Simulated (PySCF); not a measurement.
PySCF input (CCSD(T)/cc-pVDZ):

```python
from pyscf import gto, scf, mp, cc as ccmod

mol = gto.M(
    atom='''
    N    -0.00000000   -0.00000000   -1.04500128
    Si    0.00000000    0.00000000    0.52250064
    ''',
    basis='cc-pvdz',
    charge=0,
    spin=1,
    symmetry='C2v',
    verbose=4,
)

mf = scf.UHF(mol)
mf.conv_tol = 1e-10
mf.max_cycle = 100
mf.kernel()
mp2 = mp.MP2(mf, frozen=6).run()
cc = ccmod.CCSD(mf, frozen=6)
cc.max_cycle = 100
cc.kernel()
et = cc.ccsd_t()
print(f'E(CCSD(T)) = {cc.e_tot + et:.9f}')
```

End of the output:

```
Extra cycle  E= -343.269930084813  delta_E= -2.27e-13  |g|= 4.17e-08  |ddm|= 1.54e-07
converged SCF energy = -343.269930084813  <S^2> = 1.210137  2S+1 = 2.4167226

******** <class 'pyscf.mp.ump2.UMP2'> ********
nocc = (np.int64(5), np.int64(4)), nmo = (26, 26)
frozen orbitals 6
E(UMP2) = -343.468653766741  E_corr = -0.198723681928832
E(SCS-UMP2) = -343.460506014431  E_corr = -0.190575929618241
E_corr(same-spin) = -0.0552605638804118
E_corr(oppo-spin) = -0.14346311804842

******** <class 'pyscf.cc.uccsd.UCCSD'> ********
CC2 = 0
CCSD nocc = (np.int64(5), np.int64(4)), nmo = (26, 26)
frozen orbitals 6
max_cycle = 100
direct = 0
conv_tol = 1e-07
conv_tol_normt = 1e-06
diis_space = 6
diis_start_cycle = 0
diis_start_energy_diff = 1e+09
Init t2, MP2 energy = -0.198723681578773
Init E_corr(UCCSD) = -0.198723681578775
cycle = 1  E_corr(UCCSD) = -0.209230382747362  dE = -0.0105067012  norm(t1,t2) = 0.116089
cycle = 2  E_corr(UCCSD) = -0.221283634060617  dE = -0.0120532513  norm(t1,t2) = 0.0564936
cycle = 3  E_corr(UCCSD) = -0.225161412999948  dE = -0.00387777894  norm(t1,t2) = 0.0475184
cycle = 4  E_corr(UCCSD) = -0.236477149294252  dE = -0.0113157363  norm(t1,t2) = 0.0339047
cycle = 5  E_corr(UCCSD) = -0.23699698482993  dE = -0.000519835536  norm(t1,t2) = 0.0151
cycle = 6  E_corr(UCCSD) = -0.237745177848158  dE = -0.000748193018  norm(t1,t2) = 0.00494673
cycle = 7  E_corr(UCCSD) = -0.238062769208297  dE = -0.00031759136  norm(t1,t2) = 0.00253456
cycle = 8  E_corr(UCCSD) = -0.23797669412473  dE = 8.60750836e-05  norm(t1,t2) = 0.00108102
cycle = 9  E_corr(UCCSD) = -0.238009560967053  dE = -3.28668423e-05  norm(t1,t2) = 0.000590728
cycle = 10  E_corr(UCCSD) = -0.238007540277786  dE = 2.02068927e-06  norm(t1,t2) = 0.000282876
cycle = 11  E_corr(UCCSD) = -0.238006900761235  dE = 6.39516551e-07  norm(t1,t2) = 0.000155814
cycle = 12  E_corr(UCCSD) = -0.237996511675817  dE = 1.03890854e-05  norm(t1,t2) = 8.78907e-05
cycle = 13  E_corr(UCCSD) = -0.237996291749179  dE = 2.19926638e-07  norm(t1,t2) = 3.42404e-05
cycle = 14  E_corr(UCCSD) = -0.237996490336415  dE = -1.98587236e-07  norm(t1,t2) = 1.55905e-05
cycle = 15  E_corr(UCCSD) = -0.237997274215035  dE = -7.8387862e-07  norm(t1,t2) = 8.07959e-06
cycle = 16  E_corr(UCCSD) = -0.237997731113317  dE = -4.56898283e-07  norm(t1,t2) = 3.57727e-06
cycle = 17  E_corr(UCCSD) = -0.237997818255585  dE = -8.71422673e-08  norm(t1,t2) = 1.78879e-06
cycle = 18  E_corr(UCCSD) = -0.237997792517272  dE = 2.57383128e-08  norm(t1,t2) = 6.26813e-07
UCCSD converged
E(UCCSD) = -343.5079278773298  E_corr = -0.2379977925172719
UCCSD(T) correction = -0.0122644942077053
E(CCSD(T)) = -343.520192372
```

The determinant is spin-contaminated: <S^2> is 1.21 against 0.75 for a pure state.
